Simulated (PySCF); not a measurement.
**Static response to an electric field**

Species: C4H10NPSi.
Cartesian coordinates in Å at the GFN2-xTB level; atoms count from 1:
```
atom  x, y, z in Å
C1    -3.1270    0.4729   -0.4050
C2    -2.1820   -0.2187   -0.6528
C3    -0.9917   -1.0220   -0.8751
N4     0.1359   -0.5816   -0.0817
C5    -0.0265   -0.8380    1.3288
Si6    1.1702    0.6325   -0.7139
P7     2.8887    0.7653    0.7135
H8    -3.9719    1.0667   -0.2188
H9    -1.2180   -2.0686   -0.6293
H10   -0.7157   -0.9631   -1.9306
H11   -0.1696   -1.9097    1.4954
H12    0.8722   -0.5221    1.8588
H13   -0.8891   -0.3055    1.7442
H14    1.6511    0.1274   -2.0067
H15    0.5446    1.9509   -0.9436
H16    3.6291    1.5820   -0.1164
H17    2.3926    1.8433    1.4235
```

Level: PBE0/def2-SVPD (PySCF), static field, nuclei fixed, core orbitals frozen in the response. The polarisability tensor in these axes (au):

```
x   129.90   1.68   7.22
y     1.68  94.78  -0.56
z     7.22  -0.56  96.65
```

Question: Diagonalise the tensor; give its mean and Δα, where Δα² is half the sum of the squared differences of the eigenvalues.

Answer: Principal values 94.02, 95.85 and 131.46 au; mean 107.11 au = 15.87 Å³ = 17.66 × 10⁻⁴⁰ C²·m²/J; Δα = 36.56 au (34 % of the mean).

Question: What is the dipole moment, and where does it point?

Answer: (-0.65, 0.06, 0.11) D, 0.66 D in size, pointing from the negative to the positive side. Measured along this direction, the outermost atoms are H16 at the negative end and H8 at the positive end.

Question: Give the principal axes and the span of the nuclei along them.

Answer: Largest value along (0.98, 0.04, 0.20), where the nuclei span 7.48 Å; middle along (-0.13, -0.62, 0.77), 4.37 Å; least along (-0.16, 0.78, 0.60), 3.73 Å. The response follows the extents in order.

Question: What would n − 1 = 2πNα be for an ideal gas of these molecules at 298.15 K and 1 atm, electronic part alone?

Answer: N = p/kT = 2.4615 × 10¹⁹ cm⁻³, so n − 1 = 2π × N × 15.87 × 10⁻²⁴ cm³ = 2455 × 10⁻⁶ at long wavelengths, for an ideal gas.

Question: Find the Langevin capture rate constant for H3O+ (19.018 u) meeting this molecule (131.032 u), k = 2.342 × 10⁻⁹ cm³/s × √(α in Å³ / reduced mass in u).

Answer: The reduced mass is 16.61 u, so k = 2.29 × 10⁻⁹ cm³/s. The formula leaves out the permanent dipole, which adds to the capture rate.

Question: Sum over states: ᾱ = Σ f/ω², ω in Eh. What share falls to these 6 lowest TDDFT singlets (eV, f)? 5.63, 0.0011; 6.02, 0.0162; 6.16, 0.0062; 6.27, 0.0340; 6.44, 0.0199; 6.47, 0.0115.

Answer: They add up to 1.68 au, 1.6 % of the 107.11 au; the largest single term is 0.64 au, from the state at 6.27 eV. Terms in order: 0.03, 0.33, 0.12, 0.64, 0.36, 0.20 au. Higher excitations give the rest. The strengths listed sum to 0.089.

Geometry: GFN2-xTB, one conformer, isolated molecule.
